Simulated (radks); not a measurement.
Species: Cu11+. Configuration: [Ne] 3s1 3p6 3d1 (not the ground configuration).

Method: non-relativistic Kohn-Sham, PBE, spin-polarised, spherical densities, point nucleus; open shells are filled with parallel spins first; computed with a radial shooting solver on a logarithmic mesh with Libxc functionals.

Energy parts (eV):
| part | energy |
|---|---|
| total | -43210.424 |
| kinetic | 43190.253 |
| electron-nucleus | -97449.867 |
| Hartree | 12590.180 |
| exchange-correlation | -1540.990 |

Orbitals (lengths in bohr, moments of r in powers of bohr; <r^-3> diverges for s and p1/2; r(90%) holds 90 % of the orbital's charge):
| orbital | occ. | eigenvalue (eV) | r(90%) | <r^-3> | <r^2> |
|---|---|---|---|---|---|
| 1s up | 1 | -9070.359 | 0.0942 | - | 0.003752 |
| 1s down | 1 | -9069.536 | 0.0942 | - | 0.003753 |
| 2s up | 1 | -1367.348 | 0.367 | - | 0.06661 |
| 2s down | 1 | -1365.308 | 0.367 | - | 0.06649 |
| 2p up | 3 | -1239.413 | 0.338 | 675.6 | 0.05248 |
| 2p down | 3 | -1237.710 | 0.337 | 676.5 | 0.05237 |
| 3s up | 1 | -393.0579 | 0.941 | - | 0.4713 |
| 3s down | 0 | -388.1857 | 0.945 | - | 0.4746 |
| 3p up | 3 | -351.7130 | 0.955 | 119.2 | 0.4731 |
| 3p down | 3 | -346.9367 | 0.960 | 118.3 | 0.4770 |
| 3d up | 1 | -284.4552 | 0.945 | 16.04 | 0.4324 |
| 3d down | 0 | -279.8286 | 0.951 | 16.03 | 0.4366 |

The highest occupied level is 3d up at -284.46 eV. The configuration is held as typed, so some empty levels lie below it. The spin density at the nucleus is 133.1 e/bohr^3 (1s 0.8, 2s -0.9, 3s 133.1), a Fermi contact field of 6.98e+03 T. The density falls to 0.001 e/bohr^3 at r = 1.70 bohr. Virial ratio -V/T = 2.00047. The electron density at the nucleus is 1.657e+04 e/bohr^3. Summed over all electrons, <r^2> = 4.209 bohr^2, which gives a Langevin (diamagnetic) susceptibility term of -3.33 x 10^-6 cm^3/mol. Spin moment in Bohr magnetons: 2.
